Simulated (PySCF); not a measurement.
Potential energy of AlAs along the bond

Set-up: Al x2c-SVPall, As x2c-SVPall; spin-free X2C with a Gaussian nucleus (PySCF 2.14). Energies in eV from Al + As in their ground configurations at the same level. All curves are PBE0. state 1: ³Σ⁻ (triplet), unpaired electrons π ↑↑; state 2: ³Π (triplet), unpaired electrons σ ↑, π ↑, a second solution, started from another occupation; state 3: Ms = 0 determinant of mixed spin (⟨S²⟩ near 1.0), unpaired electrons σ ↓, π ↑, a second solution, started from another occupation; state 4: Ms = 0 determinant of mixed spin (⟨S²⟩ near 1.0), unpaired electrons π ↑↓, a mixture of terms (⟨Lz²⟩ = 2.0), a second solution, started from another occupation.

```json
{"R (Å)": "2.179", "state 1": "-1.463", "state 2": "-1.937", "state 3": "-1.802", "state 4": "-1.138"}
{"R (Å)": "2.281", "state 1": "-1.813", "state 2": "-2.030", "state 3": "-1.880", "state 4": "-1.487"}
{"R (Å)": "2.382", "state 1": "-2.003", "state 2": "-1.998", "state 3": "-1.831", "state 4": "-1.676"}
{"R (Å)": "2.458", "state 1": "-2.069", "state 2": "-1.921", "state 3": "-1.740", "state 4": "-1.741"}
{"R (Å)": "2.534", "state 1": "-2.086", "state 2": "-1.814", "state 3": "-1.618", "state 4": "-1.756"}
{"R (Å)": "2.610", "state 1": "-2.065", "state 2": "-1.688", "state 3": "-1.476", "state 4": "-1.733"}
{"R (Å)": "2.711", "state 1": "-1.994", "state 2": "-1.503", "state 3": "-1.270", "state 4": "-1.659"}
{"R (Å)": "2.838", "state 1": "-1.858", "state 2": "-1.264", "state 3": "-1.004", "state 4": "-1.517"}
{"R (Å)": "2.990", "state 1": "-1.654", "state 2": "-0.992", "state 3": "-0.694", "state 4": "-1.304"}
{"R (Å)": "3.193", "state 1": "-1.358", "state 2": "-0.688", "state 3": "-0.324", "state 4": "-0.990"}
```

Task: Put a parabola through the three lowest points of the state 1 curve and estimate Re, k and ωe (reduced mass 19.84 u; 1 eV/Å² = 0.16022 mdyn/Å; ωe = 1302.8·√(k/μ) cm⁻¹).

Result: Through R = 2.458, 2.534, 2.61 Å the second-order coefficient is 3.29 eV/Å², so Re ≈ 2.530 Å, k ≈ 1.05 mdyn/Å and ωe ≈ 300 cm⁻¹. A polynomial fit of higher order to the unrounded PBE0 energies gives Re = 2.527 Å, k = 1.07 mdyn/Å, ωe = 302 cm⁻¹; anharmonicity and rounding make the difference.

The higher-order fit for each curve: state 1: Re = 2.527 Å, ωe = 302 cm⁻¹, De = 2.09 eV; state 2: Re = 2.299 Å, ωe = 388 cm⁻¹, minimum 2.03 eV below the ground-state fragments; state 3: Re = 2.285 Å, ωe = 405 cm⁻¹, minimum 1.88 eV below the ground-state fragments; state 4: Re = 2.523 Å, ωe = 306 cm⁻¹, minimum 1.76 eV below the ground-state fragments.

⟨S²⟩ of the unrestricted solution departs from its pure value on part of the curve, where spin states mix. Spin–orbit coupling is left out. The state was picked by a PBE0 search and need not be the measured ground state.
